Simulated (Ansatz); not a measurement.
A nudged elastic band was laid between two geometries of CH₃CuS (6 atoms, charge 0, multiplicity 1).

Level of theory: RKS B3LYP/def2-SVP (Ansatz).

```
movable images  : 4
climbing image  : no
spring          : 5.0 eV/Å²
optimiser       : quadratic models (default)
start path      : through a guess of the saddle point
force threshold : 0.03 eV/Å
iteration limit : 60
end points      : relaxed
```

First end point:

```xyz
6
Properties=species:S:1:pos:R:3
C -0.362 0.349 -0.320
S 0.125 -1.382 0.078
Cu 1.736 -1.124 1.463
H -1.192 0.282 -1.040
H 0.454 0.916 -0.791
H -0.720 0.896 0.564
```

Last end point:

```xyz
6
Properties=species:S:1:pos:R:3
C -0.522 0.878 -0.136
S -0.321 -0.782 0.206
Cu 1.658 -1.682 0.954
H -0.135 -1.288 -1.037
H 0.204 1.377 -0.784
H -0.843 1.433 0.751
```

Problem. What changes between the two ends?

Solution. Bonds broken: C1–H4. Bonds formed: S2–H4.

Problem. What energy profile does the band end with?

Solution. It converged. The highest image is number 4 of 0 to 5, 73.1 kcal/mol above the first end and 14.8 kcal/mol above the last; the last end lies 58.3 kcal/mol above the first. Neighbouring images differ by up to 2.5 eV, so the band resolves the path poorly. No image climbed, so the highest image needn't sit at the top of the path. The orbitals stay closed-shell, which can raise the energy where a bond breaks towards radicals; this wasn't checked here.

```csv
image,path coordinate (Å),energy (kcal/mol),C1–H4 (Å),S2–H4 (Å)
0,0.00,0.0,1.10,2.40
1,0.61,0.7,1.10,2.40
2,1.22,9.7,1.10,2.16
3,1.83,66.7,1.36,1.64
4,2.44,73.1,1.94,1.35
5,3.05,58.3,2.38,1.36
```

Problem. What is the geometry of the highest image?

Solution. 
```xyz
6
Properties=species:S:1:pos:R:3
C -0.460 0.779 -0.134
S -0.318 -0.900 0.257
Cu 1.743 -1.600 1.064
H -0.444 -0.914 -1.092
H 0.352 1.128 -0.777
H -0.832 1.443 0.636
```

Run time: 2.1 min on 1 thread of Arm Neoverse V2, on a shared host, peak memory 0.16 GiB.
